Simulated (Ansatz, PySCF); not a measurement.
**Er(NO2)3 in two programs**

Er(NO2)3 (singlet in the valence; each metal's 4f electrons, 11 of them, lie in its core potential, out of spins and levels), relaxed with PySCF 2.14.0, RKS B3LYP, Er lcecp-1-SVP with ECP57, O def2-SVP, N def2-SVP; non-relativistic Hamiltonian with scalar-relativistic core potentials where named; density fitting; no spin-orbit coupling:

```xyz
10

Er    0.0000    0.0000    0.0000
O     2.0760    0.1405    1.0394
O     2.0760   -0.1405   -1.0394
N     2.7817    0.0000    0.0000
O    -1.1597    1.7276    1.0394
O    -0.9163    1.8681   -1.0394
N    -1.3908    2.4090    0.0000
O    -0.9163   -1.8681    1.0394
O    -1.1597   -1.7276   -1.0394
N    -1.3908   -2.4090    0.0000
```

There the HOMO–LUMO gap is 4.92 eV. The 4f levels lie in the core potential and are missing.

The same geometry by Ansatz 0.2.0 (PBE, PAW with the 4f shell of lanthanides and the 5f shell of actinides in the valence, a periodic box with 9 Å of vacuum; gaps over both spins; site moments in spheres, but by Gaussian weights under spin-orbit coupling, so that the two can't be compared; unpaired electrons at the start: 3, along z under spin-orbit coupling; the open shells may stand above their lowest state):

```csv
spin-orbit coupling,U on f (eV),gap (eV),spin moment on Er1 (μB),orbital moment of its f shell (μB),largest force component (eV/Å)
without,0,0.41,2.79,–,0.82
without,5,1.53,2.94,–,0.84
```

(1) What does the run with spin-orbit coupling and with U = 0 eV give?

Semilocal functionals tend to give orbital moments well under those of Hund's rules.

Without U the plane-wave gap ends on 4f levels, which the Gaussian run lacks; U moves filled and empty 4f levels apart, though the lowest empty ones can remain 4f.

The spin-orbit runs use fully relativistic datasets of their own, so changes of a few hundredths of an eV needn't come from the coupling.

An lcecp potential fixes the number of 4f electrons, so in runs with it no electron can move into or out of that shell.

Answers

(1) gap (eV): 0.40, spin moment on Er1 (μB): 2.44, orbital moment of its f shell (μB): 2.23, largest force component (eV/Å): 0.82. It took 5.1 min on 4 threads of Arm Neoverse V2 (shared host), peak memory 4 GiB.
